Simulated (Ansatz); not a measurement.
Consider the ligand exchange at the Si–O bond: `[CH3][Al]([OH])[O][SiH3]` + `[OH][Cd][O][SiH3]` → `[SiH3][O][Cd][O][SiH3]` + `[CH3][Al]([OH])[OH]`.

Gas-phase electronic energies from Ansatz, PBE0-D4/def2-TZVP geometries. CCSD(T)/CBS is the MP2 limit (def2-TZVPP, def2-QZVPP) plus CCSD(T) − MP2 in def2-TZVPP, frozen cores. DFT in def2-TZVPP. HSE06 is defined as in plane-wave codes. def2 core potentials past Kr. For Cd outer-core shells are correlated without core-valence functions, which leaves a few kJ/mol of doubt a bond. Each species was taken in one conformer, which may not be the lowest.

**Question.** Is it downhill or uphill in electronic energy at CCSD(T)/CBS, and by how much? (Estimate.)

**Answer.** The calculation gave: Uphill: ΔE = +1.5 kcal/mol.

**Question.** What do these levels give: r2SCAN-D4, PBE0-D4, r2SCANh-D4, r2SCAN0-D4, B2PLYP, PBE, HSE06, BHLYP, CAM-B3LYP, MP2/def2-SVP, MP2/def2-QZVPP, SCS-MP2/def2-QZVPP? (Best estimate.)

**Answer.** The calculation gave: r2SCAN-D4 1.9, PBE0-D4 1.6, r2SCANh-D4 1.8, r2SCAN0-D4 1.5, B2PLYP 1.6, PBE 2.1, HSE06 1.6, BHLYP 1.7, CAM-B3LYP 1.8, MP2/def2-SVP 0.1, MP2/def2-QZVPP 1.3, SCS-MP2/def2-QZVPP 1.3 kcal/mol.

Largest T1 diagnostic among the species: 0.016.

At CCSD(T), def2-SVP lies −1.0 kcal/mol from the extrapolated value and def2-TZVPP −0.6 kcal/mol. From BLYP to BHLYP (50 % exact exchange), in def2-TZVPP and without D4, ΔE moves by −0.9 kcal/mol.
